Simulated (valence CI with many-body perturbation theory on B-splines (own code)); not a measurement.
**A CI+MBPT run for Tb LX**

Calculated by relativistic CI+MBPT: four valence electrons over a frozen Dirac-Fock core [He], a basis of 11 s, 11 p, 10 d, 8 f, 5 g, 2 h functions for each j, with the one-electron correlation potential Σ1 (screened to all orders), the two-electron term Σ2, the three-electron term Σ3, Breit, model QED; selected single and double excitations, second order for the rest, scaled by the run's own slope (own B-spline code, finite nucleus).

Command, and the settings that its task file holds:

```sh
python run_cv.py task.json out
```

```
atom Tb  Z=65  mass_number=159  rms_radius_fm=5.0600
core [He]
valence 2s2 2p2
avg = 1
basis = M
breit = 1
cap = 32000
capref = 2000
cscale = 1
de = 0.0
dress = 0
eps = 2e-08
extrap = 1
h = 0.27
hh = 1
l2 = 3
lcore = 6
maxit = 60
n2 = 5
natural = 1
nlev = 150
nno = [5, 5, 5, 4, 2, 1]
nroot = 36
nsp = [6, 6, 5, 4, 3, 1]
pt2 = 1
qed = 1
rpa = 1
s1 = 1
s2 = 1
s3 = 1
screen = 1
tol = 2e-05
whole = 1
```

It took 2.1 min on 1 thread of Arm Neoverse V1 (shared host).

Log. The first blocks belong to the next ion, which gives the ionisation energy. Fields: 2J, parity (1 odd), roots, reference size, generating configurations, candidates as configurations/state functions, variational space P, stored matrix elements, Davidson steps; e2 is the range of second-order energies in hartree. The first line gives the box (bohr), its intervals, the orbitals and the steps of their self-consistent field. Window is the range of levels sought, series limit the energy at which the first omitted orbital would enter, core excitation an estimate of the first excitation out of the core, left out the lowest levels not solved, and shifts from estimates the range by which levels moved from their first estimate, all in cm⁻¹.

```
rmax 2.5 intervals 56 orbitals 83 references ['2s2 2p2', '2s 2p3', '2p4'] scf 2 t 0.5
2J=1 par=1 roots 2 ref 40 generators 2 cand 3202/4609 P 1815/2806 nnz 1.6e+06 it 5
2J=1 par=1 roots 2 ref 40 generators 2 cand 1419/1843 P 2104/3247 nnz 2.2e+06 it 4
   second order: generators 2 cand 1130/1402 e2 -0.00000 -0.00000
reference levels 1204, estimated 822, window 79199699 1/cm; series limit 101760838, core excitation 358629025
2J=0 par=0 roots 18 ref 53 generators 18 cand 23684/39480 P 4267/6399 nnz 2.5e+06 it 5
2J=0 par=0 roots 18 ref 53 generators 19 cand 21988/36844 P 16496/27519 nnz 3.3e+07 it 6
   second order: generators 26 cand 23665/40512 e2 -0.00003 -0.00000
2J=2 par=0 roots 33 ref 124 generators 20 cand 30600/112254 P 2394/7225 nnz 4.6e+06 it 7
2J=2 par=0 roots 33 ref 124 generators 24 cand 34668/124872 P 9008/32000 nnz 5.4e+07 it 8
   second order: generators 31 cand 40291/166495 e2 -0.00235 -0.00074
2J=4 par=0 roots 36 ref 150 generators 22 cand 34061/170622 P 2191/7256 nnz 5.2e+06 it 7
2J=4 par=0 roots 36 ref 150 generators 24 cand 36316/184757 P 7608/31998 nnz 5.9e+07 it 8
   second order: generators 36 cand 52332/291084 e2 -0.00480 -0.00138
2J=4 par=1 roots 34 ref 147 generators 21 cand 34048/170402 P 2113/7251 nnz 5.1e+06 it 5
2J=4 par=1 roots 34 ref 147 generators 24 cand 33554/168335 P 7385/31998 nnz 6e+07 it 8
   second order: generators 32 cand 51797/283455 e2 -0.00437 -0.00125
2J=2 par=1 roots 34 ref 127 generators 22 cand 30671/112374 P 2521/7231 nnz 4.5e+06 it 5
2J=2 par=1 roots 34 ref 127 generators 26 cand 32608/119767 P 9259/31997 nnz 5.4e+07 it 8
   second order: generators 35 cand 44331/180001 e2 -0.00248 -0.00065
2J=6 par=1 roots 20 ref 122 generators 15 cand 32909/188952 P 2206/7226 nnz 5.1e+06 it 7
2J=6 par=1 roots 20 ref 122 generators 17 cand 32350/186888 P 7333/32000 nnz 6.3e+07 it 7
   second order: generators 23 cand 39687/260157 e2 -0.00315 -0.00165
2J=0 par=1 roots 14 ref 49 generators 15 cand 24115/39525 P 4154/6399 nnz 2.5e+06 it 7
2J=0 par=1 roots 14 ref 49 generators 16 cand 22294/36605 P 15798/26466 nnz 3.1e+07 it 7
   second order: generators 17 cand 14063/22986 e2 -0.00003 -0.00000
2J=6 par=0 roots 21 ref 123 generators 13 cand 32830/188882 P 2144/7219 nnz 5.1e+06 it 7
2J=6 par=0 roots 21 ref 123 generators 14 cand 32314/186820 P 6997/32000 nnz 6.3e+07 it 7
   second order: generators 19 cand 34817/226391 e2 -0.00334 -0.00147
2J=8 par=1 roots 8 ref 82 generators 8 cand 23348/149095 P 2275/7162 nnz 4.6e+06 it 5
2J=8 par=1 roots 8 ref 82 generators 10 cand 22749/147051 P 7070/31997 nnz 7.1e+07 it 7
   second order: generators 11 cand 22335/156813 e2 -0.00109 -0.00042
2J=8 par=0 roots 9 ref 83 generators 7 cand 22628/148391 P 2262/7165 nnz 4.8e+06 it 5
2J=8 par=0 roots 9 ref 83 generators 7 cand 22018/146344 P 7041/31998 nnz 6.9e+07 it 5
   second order: generators 10 cand 24533/176092 e2 -0.00129 -0.00041
2J=10 par=0 roots 3 ref 46 generators 4 cand 14864/88810 P 2002/6393 nnz 4e+06 it 5
2J=10 par=0 roots 3 ref 46 generators 5 cand 13949/85681 P 6320/28613 nnz 7.1e+07 it 5
   second order: generators 6 cand 12453/88106 e2 -0.00007 -0.00004
2J=10 par=1 roots 2 ref 45 generators 3 cand 12310/80067 P 1807/6388 nnz 3.8e+06 it 4
2J=10 par=1 roots 2 ref 45 generators 4 cand 16026/107364 P 5614/28367 nnz 7.4e+07 it 5
   second order: generators 4 cand 12219/85385 e2 -0.00011 -0.00006
left out: unestimated 94418457, estimated 84724111, shifts from estimates -64 to 144
operators 0.2
```

The Davidson iterations converged.

No measured spectrum was set against this ion. As an estimate, large intervals hold to a few tenths of a per cent, small ones and those within an open d or f shell to about a per cent. Among the levels kept, up to 930 cm⁻¹ of a level comes from second order outside the variational space, and about a tenth of that is noise between levels of different J, which matters for small intervals.

| Item | Value |
| --- | --- |
| Valence energy | -2088.216 hartree |
| Ionisation energy | 13660 eV (NIST: 13658 ± 7 eV (theoretical)) |
| Reference configurations for the orbitals | 2s2 2p2, 2s 2p3, 2p4 |
| Radial orbitals | 83 |
| Box radius | 2.489 bohr |
| Largest variational space | 32000 |
| Lowest levels | (2s^2 2p1/2^2) J=0 0.0, (2s^2 2p1/2 2p3/2) J=1 776.4, (2s^2 2p1/2 2p3/2) J=2 794.0, (2s 2p1/2^2 2p3/2) J=2 1022.1, (2s 2p1/2^2 2p3/2) J=1 1097.1, (2s^2 2p3/2^2) J=2 1588.1, (2s^2 2p3/2^2) J=0 1640.4, (2s 2p1/2 2p3/2^2) J=2 [a] 1774.6, (2s 2p1/2 2p3/2^2) J=3 1815.8, (2s 2p1/2 2p3/2^2) J=0 1865.8, (2s 2p1/2 2p3/2^2) J=1 [a] 1885.1, (2s 2p1/2 2p3/2^2) J=2 [b] 1895.1, (2s 2p1/2 2p3/2^2) J=1 [b] 1898.6, (2p1/2^2 2p3/2^2) J=2 2155.9 eV |

Levels are named by their leading jj configuration (3d3/2^4 stands for four electrons in 3d with j = 3/2), which in mixed levels can hold well under half, so a name can repeat and another be missing. Letters in brackets count levels of one name in rising energy.
